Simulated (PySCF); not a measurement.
Cd(Me)(SMe) (C2H6CdS), SMILES C[S][Cd][CH3].

Geometry: r2SCAN-D4/def2-SVP. A frequency run showed that this geometry is not a minimum. The def2 effective core potentials stand for the cores of Cd; spin–orbit coupling is left out. Other conformers were not sampled.

Computed with TDDFT-PBE/def2-SVPD in PySCF.

Vertical excitations. Isolated molecule, no solvent.

Computed UV-visible absorptions:
| state | energy (eV) | λ (nm) | f | main pairs |
|---|---|---|---|---|
| S1 | 3.87 | 320 | 0.002 | HOMO→LUMO 98 % |
| S2 | 4.13 | 300 | 0.012 | HOMO→LUMO+1 98 % |
| S3 | 4.60 | 270 | 0.007 | HOMO→LUMO+2 85 %, HOMO−1→LUMO 13 % |
| S4 | 4.93 | 252 | 0.006 | HOMO−1→LUMO 53 %, HOMO−1→LUMO+1 42 % |
| S5 | 5.38 | 230 | 0.000 | HOMO−1→LUMO+2 99 % |
| S6 | 5.65 | 219 | 0.471 | HOMO−1→LUMO+1 50 %, HOMO−1→LUMO 29 %, HOMO→LUMO+2 8 % |
| S7 | 5.78 | 215 | 0.005 | HOMO→LUMO+3 79 %, HOMO→LUMO+4 20 % |
| S8 | 5.95 | 208 | 0.010 | HOMO→LUMO+4 79 %, HOMO→LUMO+3 19 % |
| S9 | 6.38 | 194 | 0.036 | HOMO−2→LUMO 81 %, HOMO−2→LUMO+1 13 % |
| S10 | 6.49 | 191 | 0.002 | HOMO→LUMO+5 92 % |
| T1 | 3.71 | 334 | 0 | HOMO→LUMO 96 % |
| T2 | 3.87 | 320 | 0 | HOMO→LUMO+1 96 % |
| T3 | 4.21 | 295 | 0 | HOMO→LUMO+2 97 % |
| T4 | 4.47 | 277 | 0 | HOMO−1→LUMO 79 %, HOMO−1→LUMO+1 18 % |
Triplets are in the Tamm–Dancoff approximation, which puts them higher than full response would, so one can lie above its singlet here.
